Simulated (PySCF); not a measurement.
# r2SCAN on P³⁺ (phosphorus, charge +3)

Configuration: [Ne] 3s2, closed-shell 1S. Computed with PySCF 2.14 in aug-cc-pVQZ-DK (7s6p4d3f2g, 84 functions), with the spin-free X2C one-electron Hamiltonian (Gaussian nucleus).

```
Total energy                        : -339.8281 hartree
One-electron energy                 : -452.7121 hartree
Hartree (Coulomb) energy            : 135.0464 hartree
Exchange-correlation energy         : -22.1623 hartree
⟨S²⟩                                : 0.0000
⟨L²⟩                                : 0.000
Sum of ⟨r⟩                          : 7.496 bohr
Sum of ⟨r²⟩                         : 8.843 bohr²
Langevin diamagnetic susceptibility : -7.00 ×10⁻⁶ cm³/mol
```

```json
{"shell": "1s", "electrons": "2", "mean orbital energy (eV)": "-2136.5", "rms radius, mean of both spins (bohr)": "0.120"}
{"shell": "2s", "electrons": "2", "mean orbital energy (eV)": "-217.01", "rms radius, mean of both spins (bohr)": "0.563"}
{"shell": "2p", "electrons": "6", "mean orbital energy (eV)": "-165.66", "rms radius, mean of both spins (bohr)": "0.540"}
{"shell": "3s", "electrons": "2", "mean orbital energy (eV)": "-45.824", "rms radius, mean of both spins (bohr)": "1.79"}
```

Densities and radii are taken from the X2C orbitals without a picture-change correction, which distorts them close to the nucleus.
